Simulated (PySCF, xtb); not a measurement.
CH8FNOSi2, SMILES C[SiH2]O[Si@@H](N)F.

The structure is a stationary point at PBE-D3(BJ)/def2-SVP. The structure was generated by enumeration; whether it is a known compound was not checked. The values are those of a single conformer.

Computed with IEF-PCM-B3LYP/def2-SVP run with PySCF.

The values are the electrostatic part of the solvation free energy, E(continuum) − E(gas) at the gas-phase geometry, in a cavity of scaled van der Waals radii (PySCF's table); cavitation and dispersion terms are not included. In vacuum the orbital gap is 8.31 eV. The dipole moment in vacuum is 2.38 D.

```
solvent           ε  ΔG(elec) (kcal/mol)  dipole (D)  gap (eV)
------------  -----  -------------------  ----------  --------
water         78.36                 -4.8        2.91      8.23
diethylether   4.24                 -3.2        2.74      8.28
2-propanol    19.26                 -4.5        2.88      8.24
```

For comparison, GFN2-xTB/ALPB(water) (xtb, at the GFN2-xTB geometry, all terms of that model) gives -2.6 kcal/mol.
